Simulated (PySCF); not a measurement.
C$_{3}$H$_{9}$Al, charge -1, doublet, geometry from GFN2-xTB (such geometries of metal compounds can be far from the true shape) (a state made from the parent by changing its charge; the spin is typed, not shown lowest) (in this run its highest filled SCF level lies above zero, so its values depend strongly on the basis, on diffuse functions most of all). Base run: MP2/STO-3G in PySCF.

PySCF was given this input:
```python
from pyscf import gto, scf, mp

mol = gto.Mole()
mol.atom = '''
    Al   -0.31345568    0.26070650    0.46689355
    C    -1.20837662   -1.44885398   -0.32477592
    H    -0.65953292   -1.91921404   -1.15429636
    H    -2.21794573   -1.24969512   -0.71502619
    H    -1.33776513   -2.24023004    0.42899583
    C    -0.03834955    1.50164128   -1.18677467
    H     0.51711093    1.04796697   -2.02116991
    H     0.51066905    2.42102643   -0.93280851
    H    -0.99227817    1.84111055   -1.61801717
    C     1.61529581   -0.35933302    0.96256457
    H     2.24295330    0.47155375    1.31874227
    H     2.18010805   -0.82353158    0.14032435
    H     1.62018668   -1.09889706    1.77755562
'''
mol.basis = 'sto-3g'
mol.charge = -1
mol.spin = 1
mol.verbose = 4
mol.build()

mf = scf.UHF(mol)
mf.kernel()

pt = mp.MP2(mf, frozen=8)
pt.kernel()
print('E(MP2) = %.10f' % pt.e_tot)
mf.analyze()
```

Each row names what was changed in the base input (with any setting that the change needs).

```
change               basis functions      E (Eh)  MP2 correlation (Eh)  SCF-reference HOMO (eV)
-------------------  ---------------  ----------  --------------------  -----------------------
base                              33  -356.47436              -0.17613                     2.64
basis = pcseg-0                   58  -360.43624              -0.31314                    -1.49
basis = 3-21G                     58  -359.07729              -0.31036                    -1.26
basis = 6-31G                     58  -360.97647              -0.31493                    -1.37
basis = def2-SV(P)                78  -360.99573              -0.44285                    -1.61
basis = 6-31G*                    78  -361.16240              -0.44788                    -1.46
basis = def2-SVP                 105  -361.09281              -0.51323                    -1.61
basis = pc-1                     105  -361.21426              -0.50975                    -1.66
basis = pcseg-1                  105  -361.20078              -0.50877                    -1.67
basis = cc-pVDZ                  105  -361.26211              -0.51929                    -1.63
basis = 6-31G**                  105  -361.23982              -0.50869                    -1.46
basis = cc-pV(D+d)Z              110  -361.26726              -0.51911                    -1.63
basis = 6-311G**                 134  -361.32407              -0.54597                    -1.66
```

Totals compare only among sets that treat the same electrons; sets with core potentials leave the core out.

Open shells are given as the SCF converged; they aren't shown to be the lowest states, and a large step between rows can be another state.
